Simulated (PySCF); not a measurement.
**Broadened absorption spectrum of C4H4FNSe**

Compound: C₄H₄FNSe.
Cartesian coordinates in Å at the PBE0-D3(BJ)/def2-SVP level; atoms count from 1:
```
atom  x, y, z in Å
C1    -2.232    0.614    0.373
Se2   -1.296   -0.817   -0.548
C3     0.454   -0.165   -0.292
F4     0.559    1.149   -0.198
C5     1.551   -0.945   -0.263
C6     2.863   -0.407   -0.222
N7     3.944    0.014   -0.184
H8    -1.980    0.617    1.441
H9    -3.301    0.399    0.246
H10   -1.990    1.577   -0.090
H11    1.434   -2.031   -0.281
```

The calculation used PySCF, TDDFT PBE0/def2-SVPD, vertical, gas phase, core orbitals frozen in the response. Relativistic effects, spin–orbit coupling among them, are left out although an element past zinc is present.

Broadening: Gaussians 0.3 eV wide at half height, area fixed by f = 4.319×10⁻⁹ ∫ε dν̃. The width is an assumption, not a result. The curve ends short of the highest state used, and states not computed would add to its high-energy end.

λ (nm), ε (L mol⁻¹ cm⁻¹) and a bar:
```
    217.7        386 #
    220.2        153 
    222.7         52 
    225.3         34 
    227.8        108 
    230.3        400 #
    232.8       1196 ##
    235.3       2867 #####
    237.8       5574 ###########
    240.3       8899 #################
    242.8      11804 #######################
    245.3      13153 #########################
    247.8      12444 ########################
    250.3      10112 ###################
    252.8       7187 ##############
    255.3       4693 #########
    257.9       3253 ######
    260.4       3251 ######
    262.9       4599 #########
    265.4       7060 ##############
    267.9      10131 ###################
    270.4      13070 #########################
    272.9      15089 #############################
    275.4      15642 ##############################
    277.9      14638 ############################
    280.4      12429 ########################
    282.9       9626 ##################
    285.4       6833 #############
    288.0       4384 ########
    290.5       2642 #####
    293.0       1479 ###
    295.5        772 #
    298.0        377 #
    300.5        173 
    303.0         75 
    305.5         31
```

Question: Locate the maxima and give the states behind the curve.

Answer: 275 nm (4.51 eV), ε about 16000, made up of S1 (100%); 246 nm (5.05 eV), ε about 13000, made up of S2 (100%) (ε in L mol⁻¹ cm⁻¹; maxima over ε = 5, shares over 10%). At its high-energy end, 5.69 eV, the curve is still rising (ε about 360, from S3). The states used: S1 4.51 eV (f 0.174); S2 5.05 eV (f 0.147); S3 5.88 eV (f 0.011); S4 6.04 eV (f 0.017); S5 6.24 eV (f 0.236); S6 6.29 eV (f 0.0094).

Question: On this curve, what absorbance would a 10⁻⁵ mol/L sample give at 254 nm over a 1 cm path?

Answer: 254 nm is 4.881 eV, where ε is about 5900 L mol⁻¹ cm⁻¹, so A = ε c l ≈ 0.059 (Beer–Lambert, with the gas-phase spectrum and the assumed width).

Question: What would ε be at 4.51 eV, the highest of these maxima, with half the width (0.15 eV)?

Answer: About 31300 L mol⁻¹ cm⁻¹ against 15700, a factor of about 2.00; a lone state at its own centre would give exactly 2.

Question: Coming from long wavelengths, where does ε first pass 100 L mol⁻¹ cm⁻¹?

Answer: At about 302 nm (4.10 eV), 0.40 eV below S1.

One conformer stands for the species.
